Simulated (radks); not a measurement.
Species: Ti+. Configuration: [Ar] 3d2 4s1. Method: Dirac Kohn-Sham, PBE, spin-unpolarised, spherical densities, finite nucleus; open shells fill j = l - 1/2 first; Fermi nuclear charge, rms radius 3.5921 fm; computed with a radial shooting solver on a logarithmic mesh with Libxc functionals. Some entries of the table are withheld. Estimate them.

orbital  occ.  eigenvalue (eV)  <1/r> (bohr^-1)
1s1/2       2        -4875.405            21.80
2s1/2       2              (1)            4.559
2p1/2       2        -455.2154            4.492
2p3/2       4        -449.4420            4.435
3s1/2       2         -69.8881              (2)
3p1/2       2         -46.5655              (3)
3p3/2       4         -45.9086              (4)
3d3/2       2         -11.3839           0.8941
3d5/2       0         -11.3353           0.8914
4s1/2       1         -10.3468           0.4080
4p1/2       0          -6.6338              (5)
4p3/2       0          -6.5877              (6)

Answer. 
(1) 2s1/2 eigenvalue (eV): -544.0227
(2) 3s1/2 <1/r> (bohr^-1): 1.397
(3) 3p1/2 <1/r> (bohr^-1): 1.271
(4) 3p3/2 <1/r> (bohr^-1): 1.259
(5) 4p1/2 <1/r> (bohr^-1): 0.3270
(6) 4p3/2 <1/r> (bohr^-1): 0.3250
